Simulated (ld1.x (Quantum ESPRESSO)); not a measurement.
**Before and after: TM potential for B (Z = 5)**

ld1.x (Quantum ESPRESSO) 7.5 input, shortened:

```
&input
   title='B', zed=5., rel=0, dft='BLYP', iswitch=3,
   config='[He] 2s2 2p1'
 /
 &inputp
   pseudotype=2, tm=.true., lloc=0,
   nlcc=.true., new_core_ps=.true., rcore=0.60
 /
2
2P  2  1   1.00   0.00  2.20  2.20  0.0
2S  1  0   2.00   0.00  1.15  1.15  0.0
 &test
   configts(1)='2s2 2p1'
 /
```

Change: wave 2p (bound): rc 2.20 bohr becomes 2p (bound): rc 1.98 bohr.

Cutoffs: the cutoffs (Ry, on a coarse ladder) from which the occupation-weighted sum of valence levels, in a spherical-Bessel basis at the reference potential, stays within 10 and 1 mRy of its value at 400 Ry; they do not see the model core or the augmentation charge, which bear on the density cutoff. Errors are all-electron minus pseudo energies relative to the spin-unpolarised reference configuration.

**Question.** How do hardness, ghosts and transferability respond?

**Answer.** The potential gets harder (21 Ry and 55 Ry → 25 Ry and 55 Ry); of the 7 tests that both files solve, the error grows in 2 and shrinks in 4 by more than 15 % and 0.3 meV (median size 3.3 → 2.7 meV); neither file shows a bound ghost. A smaller radius makes the pseudo-wave follow the all-electron one further in, where it bends more sharply, so more plane waves are needed.

| quantity | base | changed |
| --- | --- | --- |
| cutoff, loose | 21 Ry | 25 Ry |
| cutoff, tight | 55 Ry | 55 Ry |
| loose cutoff by channel (10 mRy a level) | p 18 Ry, s 18 Ry | p 21 Ry, s 18 Ry |
| bound ghosts | none | none |
| error for 2s2 2p0, meV [ΔE 8.18 eV] | +26 | +17 |
| error for 2s1 2p0, meV [ΔE 33.52 eV] | +95 | +67 |
| error for 2s2 2p0.5, meV [ΔE 2.86 eV] | +3.3 | +2.1 |
| error for 2s1 2p2, meV [ΔE 5.78 eV] | 0.0 | +2.6 |
| error for 2s2 2p1.3, meV [ΔE -0.72 eV] | +0.2 | +0.1 |
| error for 2s0 2p3, meV [ΔE 11.58 eV] | +2.4 | +12 |
| error for 2s1 2p1, meV [ΔE 14.22 eV] | -8.8 | -2.7 |
